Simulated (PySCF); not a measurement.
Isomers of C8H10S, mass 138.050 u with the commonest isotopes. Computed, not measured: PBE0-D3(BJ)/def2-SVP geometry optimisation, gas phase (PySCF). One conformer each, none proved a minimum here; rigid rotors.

**Question.** Order these by dipole moment, smallest first.
A. `[CH3:1][c:2]1[cH:3][cH:4][c:5]([SH:6])[cH:7][c:8]1[CH3:9]` with C4–C5–S6–H 0° (3,4-dimethylbenzenethiol)
B. `[CH3:1]/[CH:2]=[C:3]1[CH:4]=[CH:5][C:6]\1=[CH:7]\[S:8][CH3:9]` with C6–C7–S8–C9 180°
C. `[CH3:1][S:2][C:3]1=[CH:4][CH:5]=[CH:6][C:7]12[CH2:8][CH2:9]2` with C1–S2–C3–C4 0°
D. `[CH3:1][CH:2]=[C:3]=[C:4]=[C:5]=[C:6]([CH3:7])[S:8][CH3:9]` with C5–C6–S8–C9 0°

**Answer.** C (0.55 D), D (1.04 D), B (1.19 D), A (1.41 D).

**Question.** Order these by rotational constant B, largest first.
A. `[CH3:1][S:2][C:3]1=[CH:4][CH:5]=[CH:6][C:7]12[CH2:8][CH2:9]2` with C1–S2–C3–C4 0°
B. `[CH3:1][c:2]1[cH:3][cH:4][c:5]([CH3:6])[c:7]([SH:8])[cH:9]1` with C5–C7–S8–H -41°
C. `[CH3:1][S:2][CH2:3][c:4]1[cH:5][cH:6][cH:7][cH:8][cH:9]1` with C1–S2–C3–C4 58°, S2–C3–C4–C5 -118°
D. `[CH3:1][CH:2]=[C:3]=[C:4]=[C:5]=[C:6]([CH3:7])[S:8][CH3:9]` with C5–C6–S8–C9 0°
E. `[CH3:1]/[CH:2]=[C:3]1[CH:4]=[CH:5][C:6]\1=[CH:7]\[S:8][CH3:9]` with C6–C7–S8–C9 180°
F. `[CH3:1][c:2]1[cH:3][cH:4][c:5]([SH:6])[cH:7][c:8]1[CH3:9]` with C4–C5–S6–H 0° (3,4-dimethylbenzenethiol)

**Answer.** A (1240 MHz), B (1073 MHz), F (871.3 MHz), C (829.9 MHz), E (795.4 MHz), D (525.0 MHz).

**Question.** Order these by rotational constant A, largest first.
A. `[CH3:1]/[CH:2]=[C:3]1[CH:4]=[CH:5][C:6]\1=[CH:7]\[S:8][CH3:9]` with C6–C7–S8–C9 180°
B. `[CH3:1][S:2][C:3]1=[CH:4][CH:5]=[CH:6][C:7]12[CH2:8][CH2:9]2` with C1–S2–C3–C4 0°
C. `[CH3:1][CH:2]=[C:3]=[C:4]=[C:5]=[C:6]([CH3:7])[S:8][CH3:9]` with C5–C6–S8–C9 0°
D. `[CH3:1][c:2]1[cH:3][cH:4][c:5]([SH:6])[cH:7][c:8]1[CH3:9]` with C4–C5–S6–H 0°

**Answer.** D (2934 MHz), C (2781 MHz), A (2393 MHz), B (2249 MHz).

| SMILES | point group | Ia (u·Å²) | Ib (u·Å²) | Ic (u·Å²) | κ | μa (D) | μb (D) | μc (D) |
| --- | --- | --- | --- | --- | --- | --- | --- | --- |
| Cc1ccc(S)cc1C | Cs | 172.26 | 580.03 | 745.99 | -0.83 | 1.23 | 0.70 | 0.00 |
| C/C=C1C=CC\1=C\SC | Cs | 211.15 | 635.39 | 840.12 | -0.78 | 0.90 | 0.78 | 0.00 |
| CSC1=CC=CC12CC2 | Cs | 224.72 | 407.64 | 589.89 | -0.45 | 0.55 | 0.06 | 0.00 |
| CC=C=C=C=C(C)SC | C1 | 181.75 | 962.65 | 1105.04 | -0.94 | 0.84 | 0.58 | 0.16 |
| Cc1ccc(C)c(S)c1 | – | 228.72 | 471.11 | 692.06 | -0.54 | 0.42 | 1.02 | 0.49 |
| CSCc1ccccc1 | C1 | 170.65 | 608.93 | 645.97 | -0.96 | 0.93 | 0.99 | 0.24 |
